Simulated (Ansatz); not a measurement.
Basis sets compared for Cu8Te4⁻. Total charge -1; doublet. Geometry PBE-D4/def2-SVP. Ansatz on 2 threads of AMD EPYC 7R13 on a shared host and a share (18 GiB) of an NVIDIA H100 80GB HBM3; times are rough, and most runs start from earlier orbitals.

Cartesian coordinates in Å:
```
Cu -1.462 2.442 -0.967
Cu 1.699 -1.362 -0.566
Cu -0.079 -1.544 1.373
Cu -0.800 -1.532 -1.077
Cu 1.437 0.420 1.198
Cu -1.551 0.332 0.479
Cu -0.052 2.270 0.892
Cu 0.324 0.759 -1.192
Te -0.529 0.532 2.864
Te 2.849 0.904 -0.829
Te -2.274 0.301 -2.054
Te 0.438 -3.522 -0.120
```

In the def2 sets Te takes a core potential; there is no spin–orbit coupling. Single mean-field runs in def2-TZVP are fitted with def2-universal-jkfit. Another isomer (doublet) lies 0.05 eV lower at PBE0-D4/def2-TZVP; other spin states weren't run for this one.

| level | functions | energy (Eh) | HOMO (eV) | LUMO (eV) | wall time |
| --- | --- | --- | --- | --- | --- |
| PBE-D4/def2-SVP | 352 | -14193.2107 | -0.98 | -0.54 | 12 s |
| PBE0-D4/def2-SVP | 352 | -14193.2678 | -1.78 | 0.09 | 15 s |

Estimate the rows for PBE-D4/def2-TZVP (with forces), PBE0-D4/def2-TZVP.


| level | functions | energy (Eh) | HOMO (eV) | LUMO (eV) | wall time |
| --- | --- | --- | --- | --- | --- |
| PBE-D4/def2-TZVP (with forces) | 560 | -14195.2121 | -1.21 | -0.77 | 9.5 s |
| PBE0-D4/def2-TZVP | 560 | -14195.1968 | -2.00 | -0.11 | 13 s |
